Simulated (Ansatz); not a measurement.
Calculated with Ansatz (gas phase, PBE0-D4/def2-TZVP geometries, no zero-point term in ΔE). CCSD(T)/CBS is the MP2 limit (def2-TZVPP, def2-QZVPP) plus CCSD(T) − MP2 in def2-TZVPP, frozen cores. DFT in def2-TZVPP. B3LYP here is the variant with VWN-RPA as its local correlation; programs differ in this. One conformer a species, not always the lowest.

Reaction (cleavage of the Si–Si bond): `O[SiH2][SiH2]Cl` + `O[SiH](O)S` → `O[SiH](O)S[SiH2]Cl` + `O[SiH3]`

`O[SiH2][SiH2]Cl`:

Cartesian coordinates in Å:
```
O -0.054 1.037 1.720
Si 0.486 -0.316 0.949
Si -0.047 -0.137 -1.332
Cl -1.982 0.620 -1.340
H -0.934 1.342 1.486
H 1.949 -0.386 1.181
H -0.150 -1.556 1.477
H 0.799 0.827 -2.080
H -0.065 -1.430 -2.062
```

`O[SiH](O)S`:

Cartesian coordinates in Å:
```
O 0.841 -1.206 -0.089
Si 0.179 0.254 -0.439
O 0.917 1.331 0.535
S -1.947 0.156 -0.245
H 0.343 -1.978 -0.363
H 0.397 0.706 -1.827
H 1.185 1.032 1.406
H -1.915 -0.295 1.022
```

`O[SiH](O)S[SiH2]Cl`:

```xyz
11

O    -2.067    1.598   -0.040
Si   -1.016    0.409    0.353
O    -1.864   -0.894    0.827
S     0.174    0.060   -1.402
Si    1.892   -0.716   -0.430
Cl    3.129    0.778    0.245
H    -1.744    2.319   -0.582
H    -0.134    0.732    1.491
H    -2.521   -1.252    0.227
H     2.640   -1.503   -1.432
H     1.510   -1.531    0.743
```

`O[SiH3]`:

Cartesian coordinates in Å:
```
O 0.045 -0.483 1.186
Si -0.051 -0.018 -0.392
H 0.261 0.185 1.837
H -1.102 1.017 -0.597
H -0.394 -1.240 -1.155
H 1.240 0.539 -0.880
```

```csv
level,ΔE (kJ/mol),difference from CCSD(T)/CBS
revPBE-D4,-67.5,10.2
r2SCAN-D4,-74.5,3.2
r2SCANh-D4,-75.6,2.1
r2SCAN,-73.5,4.2
PBE0,-67.1,10.6
B3LYP,-68.0,9.7
r2SCANh,-74.4,3.3
BHLYP,-74.2,3.5
CCSD(T)/def2-TZVPP,-76.2,1.5
HF/CBS(def2),-79.1,-1.4
CCSD(T)/CBS,-77.7,0
```

Largest T1 diagnostic among the species: 0.011.

Leaving LDA and LC-ωPBE aside and taking each functional with its dispersion term where it has one, the values, not all of them listed here, spread over 14.3 kJ/mol, from ωB97M-V to PBE-D4. From PBE to PBE0 (25 % exact exchange), in def2-TZVPP and without D4, ΔE moves by −5.2 kJ/mol.
